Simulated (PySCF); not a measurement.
# Cs+ (caesium, charge +1) across methods

[Xe], closed-shell 1S. All numbers are calculated (PySCF 2.14, the spin-free X2C one-electron Hamiltonian (Gaussian nucleus), in x2c-TZVPPall with one added diffuse shell each of s, p, d type (12s8p7d2f1g, 94 functions)).

| method | E (hartree) | mean ε 4d (eV) | mean ε 5s (eV) | mean ε 5p (eV) | Σ⟨r²⟩ (bohr²) | ⟨S²⟩ |
| --- | --- | --- | --- | --- | --- | --- |
| M06-2X | -7786.64 | -86.978 | -36.796 | -21.578 | 50.72 | 0.000 |
| PBE0 | -7785.61 | -83.313 | -34.362 | -20.151 | 50.84 | 0.000 |
| LDA | -7779.09 | -79.642 | -32.144 | -18.830 | 50.83 | 0.000 |
| r2SCAN | -7785.97 | -80.908 | -32.684 | -19.100 | 50.86 | 0.000 |
| PBE | -7785.52 | -79.519 | -31.896 | -18.677 | 50.91 | 0.000 |
| B3LYP | -7786.05 | -82.563 | -33.886 | -19.820 | 51.00 | 0.000 |
| LC-wPBE | -7785.49 | -85.123 | -37.788 | -23.010 | 50.76 | 0.000 |

(1) Estimate the same row for UHF.

Spin-orbit coupling, which splits the p, d and f shells strongly at this Z, is absent.

## Answers

(1) E (hartree) = -7782.93724; mean ε 4d (eV) = -93.431; mean ε 5s (eV) = -40.541; mean ε 5p (eV) = -23.459; Σ⟨r²⟩ (bohr²) = 51.25; ⟨S²⟩ = 0.000.
